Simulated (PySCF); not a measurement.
# How methods differ on the excitation energy of B²⁺

B²⁺ [He] 2s1 (2S) → B²⁺ [He] 3d1 (2D), as a difference of total energies. Computed with PySCF 2.14 in aug-cc-pwCVTZ, with the non-relativistic Hamiltonian (point nucleus). Correlated levels: valence and next inner shell: nothing frozen. The calculations carry no spin-orbit coupling.

```csv
method,excitation energy (cm⁻¹)
UHF,195650
MP2 (valence and next inner shell),196240
SCS-MP2 (valence and next inner shell),196180
CCSD (valence and next inner shell),196300
CCSD(T) (valence and next inner shell),196310
```

The promoted electron is Rydberg-like, and one or two diffuse shells describe it only roughly, which tends to raise the upper state.
